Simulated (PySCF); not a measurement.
**How methods differ on the ionisation energy of Kr¹⁰⁺**

Kr¹⁰⁺ [Ar] 3d8 (3F) → Kr¹¹⁺ [Ar] 3d7 (4F), as a difference of total energies. All numbers are calculated (PySCF 2.14, the spin-free X2C one-electron Hamiltonian (Gaussian nucleus), in an even-tempered Gaussian basis (20 s from 0.59 bohr⁻², ratio 2.5; 13 p from 0.76 bohr⁻², ratio 2.5; 9 d from 0.76 bohr⁻², ratio 2.5; 4 f from 4.8 bohr⁻², ratio 2.7; 4 g from 7.3 bohr⁻², ratio 2.7)). Correlated levels: outer shells: [Ne] frozen; virtual orbitals above 40 to 60 times the deepest correlated orbital energy dropped. The calculations carry no spin-orbit coupling.

```csv
method,ionisation energy (eV)
UHF,306.91
MP2 (outer shells),308.74
SCS-MP2 (outer shells),308.65
CCSD (outer shells),308.53
CCSD(T) (outer shells),308.54
```

**Question.** How much does correlation contribute at CCSD(T) (outer shells)?

**Answer.** 308.54 − (306.91) = 1.63 eV, measured against UHF.

The reference lies between the lowest fine-structure levels, while these numbers refer to the centres of the terms.

For comparison: 308 ± 3 eV (theoretical estimate listed by NIST; NIST Atomic Spectra Database, ionization energies).
